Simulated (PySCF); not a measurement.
Task: What does the PBE0-D3(BJ)/def2-TZVP structure of `[GeH3][GeH3]` look like in three dimensions?

Result: 
Z-matrix in Å and degrees, rows numbered from 1:
```
Ge
Ge  1  2.4192
H   1  1.5372  2  110.49
H   1  1.5374  2  109.98  3  -119.84
H   1  1.5369  2  110.61  3   120.26
H   2  1.5368  1  110.78  3   -59.97
H   2  1.5373  1  110.23  3   179.87
H   2  1.5374  1  110.12  3    60.14
```

Ge1 (germanium bonded to Ge and 3 H) is tetrahedral (angles from 108.6° to 110.6°).

Level of theory: PBE0-D3(BJ)/def2-TZVP geometry optimisation, gas phase in PySCF.

Point group: D3d (every atom within 0.08 Å of its image). PBE0-D3(BJ)/def2-TZVP frequencies: not computed here.


Question: Write a Z-matrix for `Fc1ncco1` as optimised with GFN2-xTB.

Answer: 
Z-matrix in Å and degrees, rows numbered from 1:
```
F 
C   1  1.3090
N   2  1.2829  1  126.70
C   3  1.3713  2  103.66  1  -179.99
C   4  1.3556  3  108.85  2     0.00
O   2  1.3316  1  117.25  3  -179.98
H   4  1.0691  3  120.83  2  -179.98
H   5  1.0692  4  134.18  3  -179.97
```

N3 (pyridine-type nitrogen) is bent (angle 103.7°). O6 (furan-type oxygen) is bent (angle 103.5°). The 6 heavy atoms lie in one plane (0.000 Å rms). The 2 C–O bonds span 1.332 Å (C2–O6, aromatic) to 1.359 Å (C5–O6, aromatic), a spread of 0.027 Å.

The geometry is computed with GFN2-xTB (gas phase).

Point group: Cs (tolerance 0.08 Å). No frequency check.
